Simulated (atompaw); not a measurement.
## What one change does to a pseudopotential (Cs (Z = 55), PAW (atompaw))

caesium (Cs), PAW, made with atompaw 4.2.0.5 (LDA (PW92), scalar-relativistic). Core [Kr] 4d10 5s2, reference 5p6 5d0 6s0.5 6p0.5. Waves: 6s (bound): rc 3.00 bohr; 6s channel at 2.65 Ry: rc 3.00 bohr; 5p (bound): rc 2.60 bohr; 6p (bound): rc 3.00 bohr; 5d (bound, empty): rc 3.00 bohr; 5d channel at 3.2 Ry: rc 3.00 bohr. Local part: troulliermartins scheme with l = 3 at 0 Ry, radius 2.25 bohr. Core correction: smooth core density matched at 1.65 bohr. Augmentation charge: besselshape compensation charge, radius 2.35 bohr; PAW radius 3.00 bohr; waves and projectors: modrrkj vanderbiltortho.

Change: augmentation besselshape compensation charge, radius 2.35 bohr; PAW radius 3.00 bohr; waves and projectors: custom polynom vanderbiltortho.

Cutoffs: the cutoffs (Ry, on a coarse ladder) from which the occupation-weighted sum of valence levels, in a spherical-Bessel basis at the reference potential, stays within 10 and 1 mRy of its value at 400 Ry; they do not see the model core or the augmentation charge, which bear on the density cutoff.

What does the change do?

The potential gets neither clearly harder nor softer (10 Ry and 15 Ry → 10 Ry and 15 Ry); the bound ghosts move from s to p, s.

| quantity | base | changed |
| --- | --- | --- |
| cutoff, loose | 10 Ry | 10 Ry |
| cutoff, tight | 15 Ry | 15 Ry |
| bound ghosts | s | s, p |
| s: phases at 3.00 bohr within 0.05 rad from the reference energy up to (Ry; the scan ends near 5) | to the end of the scan | to the end of the scan |
| p: phases at 3.00 bohr within 0.05 rad from the reference energy up to (Ry; the scan ends near 5) | 1.4 | 1.2 |
| d: phases at 3.00 bohr within 0.05 rad from the reference energy up to (Ry; the scan ends near 5) | n/a | to the end of the scan |
| lowest overlap eigenvalue by channel | s 0.20, p 0.80, d 1.00 | s 0.22, p 0.76, d 0.92 |

 A true bound ghost makes a file unfit for plane-wave use even where its test errors are small: the radial tests pick states by their node count and pass the ghost by. The cutoffs see the waves, projectors and local potential, not the compensation charge or the core.
